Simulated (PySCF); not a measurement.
H5Cl2NSi2, SMILES Cl[SiH2]N[SiH2]Cl, singlet, CAM-B3LYP/def2-SVP optimised geometry.

```
10

Si    -1.60    -0.63     0.00
Cl    -2.37     1.30     0.00
N      0.13    -0.63     0.00
Si     1.22    -0.88     1.32
Cl     2.00    -2.80     1.32
H     -2.10    -1.28    -1.23
H     -2.05    -1.30     1.24
H      0.57    -0.45    -0.90
H      2.37     0.04     1.21
H      0.46    -0.71     2.58
```

Density from CAM-B3LYP/def2-TZVP in PySCF at that geometry.

Minimum of the electron density along straight lines between bonded atoms, close to the bond critical point (lines longer than 1.1 times the sum of covalent radii, or with two minima, are not listed):

```csv
bond,length / Å,ρ at the minimum / e bohr⁻³,∇²ρ there / e bohr⁻⁵,position (fraction from the first atom)
Si1–Cl2,2.074,0.097,0.20,0.36
Si1–N3,1.729,0.131,0.53,0.40
N3–Si4,1.729,0.131,0.53,0.60
Si4–Cl5,2.074,0.097,0.20,0.36
Si1–H6,1.481,0.127,0.13,0.49
Si1–H7,1.479,0.127,0.13,0.49
N3–H8,1.018,[?],[?],0.74
Si4–H9,1.481,0.127,0.13,0.49
Si4–H10,1.479,0.127,0.13,0.49
```

Q: Fill in the missing entries.

A: 
- N3–H8, ρ at the minimum / e bohr⁻³: 0.325
- N3–H8, ∇²ρ there / e bohr⁻⁵: -1.54
